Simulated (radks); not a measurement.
Results of a calculation; reference values are marked as such.
Question: These are the eigenvalues of the occupied orbitals of an atom or ion with whole-number occupations (eV). Level of theory: non-relativistic Kohn-Sham, PBE, spin-polarised, spherical densities, point nucleus (a radial shooting solver on a logarithmic mesh with Libxc functionals).

orbital  eigenvalue
1s up     -60385.88
1s down   -60385.65
2s up     -10013.41
2s down   -10013.23
2p up     -9593.189
2p down   -9592.955
3s up     -2404.243
3s down   -2402.632
3p up     -2210.886
3p down   -2209.379
3d up     -1850.444
3d down   -1849.324
4s up     -613.9692
4s down   -611.4834
4p up     -534.0181
4p down   -531.5099
4d up     -388.8156
4d down   -386.2423
5s up     -210.6275
5s down   -206.6967
4f up     -200.4249
4f down   -197.5812
5p up     -184.1037

Which element is it, and in what charge state? The configuration may be excited. Open shells, if any, are filled with parallel spins first.

Answer: Z = 72, hafnium, charge +10: Hf10+ in [Kr] 4d10 4f12 5s2 5p2. The list shows which subshells hold electrons but not how many an open one holds; the 1s level, -2219.1 hartree, gives Z - s = 66.6 by -(Z - s)^2/2, which with screening narrows Z to a few neighbours, and the depths of the outer levels then fix element, charge and occupations together.
